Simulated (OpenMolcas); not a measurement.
Re4+: moving or changing the point charges

Re4+ among 4 point charges of -2.5 e arranged as a square (D4h), 1.9 Å from the ion.

```yaml
Program: OpenMolcas 26.06
Method: CASSCF
Basis: ANO-RCC-VDZP [7s6p4d2f1g]
Scalar_Hamiltonian: DKH2, point nucleus
Active_space: 3 electrons in 5 orbitals (5d)
State_averaging: 2S+1 = 4 even, 10 roots; 2S+1 = 2 even, 40 roots
Spin-orbit_coupling: state interaction with AMFI integrals over the reference wave functions
```

Runs around this geometry, states (labels of D4, the rotations of D4h). Energies in cm-1 above the lowest state or level, χT in cm3 K/mol.

```json
{"R (Å)": "1.9", "q (e)": "-2", "Ground state": "4A2", "First state of that spin": "4E 11927", "First gap with spin-orbit (degeneracies)": "753.2 (2, 2)", "χT at 300 K": "1.172", "First state of another spin": "2E 10826"}
{"R (Å)": "1.9", "q (e)": "-2.5", "Ground state": "4A2", "First state of that spin": "4E 17021", "First gap with spin-orbit (degeneracies)": "555.1 (2, 2)", "χT at 300 K": "1.283", "First state of another spin": "2E 6184"}
{"R (Å)": "2.13", "q (e)": "-2.5", "Ground state": "4A2", "First state of that spin": "4E 10438", "First gap with spin-orbit (degeneracies)": "878.1 (2, 2)", "χT at 300 K": "1.049", "First state of another spin": "2E 10998"}
```

Taking the first state of the same spin as R^-n, n = -ln(10438 / 17021) / ln(2.13 / 1.9) = 4.3 between the shortest and longest distance.

Scaling the charges by -2 / -2.5 = 0.80 scales the first state of the same spin by 11927 / 17021 = 0.70; with fixed orbitals a first-order splitting would follow the charge.

Without dynamic correlation the repulsion within the d shell is too large (B by tens of per cent), so at a given field states of lower spin stand too high. Point charges carry no covalency, so the field is a model and not that of real ligands. No measured value stands beside these numbers.
